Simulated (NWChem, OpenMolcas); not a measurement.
Exact exchange and the HOMO–LUMO gap of C2HClFIn

C2HClFIn has 6 atoms, charge 0, and is taken as a singlet. As SMILES, `C#[C][In]([F])[Cl]`. Geometry: relaxed at PBE0-D4/def2-TZVP.

The HOMO–LUMO gap y, in eV, basis def2-SVP with a core potential; a is the functional's share of exact exchange. Programs: NWChem 7.3.0, OpenMolcas 26.06.

```
functional     program     a  y (eV)
      TPSS  OpenMolcas     0    5.07
    r2SCAN      NWChem     0    5.46
     B3LYP  OpenMolcas   0.2       ?
      PBE0  OpenMolcas  0.25    7.02
     BHLYP  OpenMolcas   0.5    8.81
```

**Question.** Fit y = c + s·a to the known rows and predict B3LYP.

**Answer.** 
1. Means of the 4 rows: a = 0.1875, y = 6.590.
2. Σ(Δa)² = 0.17188, Σ(Δa·Δy) = 1.2175, so the slope is 1.2175/0.17188 = 7.0834.
3. Intercept: 6.590 − (7.0834) × 0.1875 = 5.262. The largest residual of the fit is 0.20.
4. B3LYP: 5.262 + (7.0834) × 0.2 = 6.68 eV.

The run gave 6.47 eV, so the prediction is off by +0.21 eV, about the largest residual. Exact exchange lowers occupied levels and raises empty ones. The rows mix families of semi-local functionals, which the line can't see.
